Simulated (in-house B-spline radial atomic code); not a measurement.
Settings and results of a run for Cu²⁺ (an excited or competing configuration). Method: Dirac-Hartree-Fock, average of configuration, Fermi nucleus of rms radius 3.8823 fm. Calculated with a B-spline radial code for spherical atoms.

Command:
```bash
python run_scf.py task.json out
```
Settings (nuclear radius in fm, mass in u):
```
Z                29
configuration    [Ne] 3s2 3p5 3d10
hamiltonian      dirac
method           hf
spin_polarised   False
nucleus          fermi
rms_radius       3.8823
atomic_mass      62.9296
speed_of_light   137.035999084
```

Output (hartree, bohr):
```
 radial grid: 69 intervals, B-splines of order 8, outer radius 25.5556 bohr

 iter        energy (Eh)    residual
    1      -1642.0899976    4.18e-01
    2      -1644.1440222    5.02e-01
    3      -1649.6455355    6.24e-02
    4      -1649.7566528    1.32e-02
    5      -1649.7594256    1.70e-03
    6      -1649.7594618    4.48e-04
    7      -1649.7594655    3.55e-04
    8      -1649.7594685    2.66e-05
    9      -1649.7594685    2.27e-06
   10      -1649.7594685    5.18e-07
   11      -1649.7594685    6.41e-08

 total energy                    -1649.759469
 kinetic                           1679.29516
 electron-nucleus                 -3955.24329
 electron-electron                  626.18866

 first-order corrections (not in the total)
   Gaunt                            0.74132
   retardation                     -0.06698
   frequency dependence            -0.00220
   self-energy                      0.49786
   Uehling                         -0.04486
   Wichmann-Kroll                   0.00034
   recoil                           0.01085

 orbital      occ     eigenvalue          <r>       <r^2>       <1/r>       <r^4>       r_max    small
 1s1/2      2.000     -333.85514    0.0520973  0.00365137     29.1649 3.43801e-05     0.03412  1.09e-02
 2s1/2      2.000      -42.75081     0.233779   0.0645414      6.3935  0.00726092       0.196  2.09e-03
 2p1/2      2.000      -37.40746     0.204096   0.0512138     6.31114  0.00536203      0.1565  2.05e-03
 2p3/2      4.000      -36.64264     0.207351   0.0527323     6.17298  0.00565534      0.1591  2.02e-03
 3s1/2      2.000       -6.10698     0.709605    0.581051     1.99554    0.547701      0.6132  4.49e-04
 3p1/2      1.667       -4.47122     0.737395    0.640731     1.86997    0.718473      0.6158  4.07e-04
 3p3/2      3.333       -4.36944     0.746847    0.657147     1.83916    0.755729      0.6234  4.00e-04
 3d3/2      4.000       -1.48208     0.895677     1.03336     1.47756     2.61935      0.6021  2.75e-04
 3d5/2      6.000       -1.46905     0.901638     1.04747     1.46809     2.69279      0.6052  2.73e-04
```

Cost of the run: 1 s on 1 thread of Arm Neoverse V2 (shared host).

For the Dirac Hamiltonian the kinetic term is c α·p + (β - 1)c².
